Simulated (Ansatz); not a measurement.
`C[Se][AlH][F]` + `BS[SiH3]` → `[F][AlH][S][SiH3]` + `B[Se]C`  (redistribution)

Isolated molecules relaxed with PBE0-D4/def2-TZVP in Ansatz; ΔE leaves out vibrations. CCSD(T)/CBS is the MP2 limit (def2-TZVPP, def2-QZVPP) plus CCSD(T) − MP2 in def2-TZVPP, frozen cores. Functionals use def2-TZVPP. B3LYP here is the variant with VWN-RPA as its local correlation; programs differ in this. For Se outer-core shells are correlated without core-valence functions, which leaves a few kJ/mol of doubt a bond. Scalar relativity is left out up to krypton. Each species was taken in one conformer, which may not be the lowest.

```
             level  ΔE (kcal/mol)  difference from CCSD(T)/CBS
       LDA (SPW92)           -3.2                         -0.1
           BLYP-D4           -2.2                          0.9
           PBE0-D4           -2.6                          0.5
            B2PLYP           -2.5                          0.6
             B3LYP           -2.2                          0.9
           r2SCAN0           -2.8                          0.3
             BHLYP           -2.0                          1.1
RPA@PBE/def2-TZVPP           -3.0                          0.1
     CCSD/def2-SVP           -1.1                          2.0
SCS-MP2/def2-TZVPP           -2.7                          0.4
       CCSD(T)/CBS           -3.1                            0
```

**Question.** What do rigid-rotor, harmonic-oscillator terms from PBE0-D4/def2-TZVP frequencies (298.15 K, 1 bar) make of the CCSD(T)/CBS value? (Estimate.)

**Answer.** Computed: ΔZPE = 0.0 kcal/mol, ΔH = -3.2 kcal/mol, ΔS = 3 J/(mol·K), ΔG = -3.4 kcal/mol. Modes under 50 cm⁻¹ make the entropy rough.

Largest T1 diagnostic among the species: 0.014.

In def2-TZVPP, CCSD(T) changes the Hartree–Fock value by −1.7 kcal/mol (the triples alone add −0.2 kcal/mol) and MP2 by −1.8 kcal/mol. At CCSD(T), def2-SVP lies +1.9 kcal/mol from the extrapolated value and def2-TZVPP +0.0 kcal/mol. Leaving LDA and LC-ωPBE aside and taking each functional with its dispersion term where it has one, the values, not all of them listed here, spread over 1.4 kcal/mol, from B97M-V to BHLYP-D4.
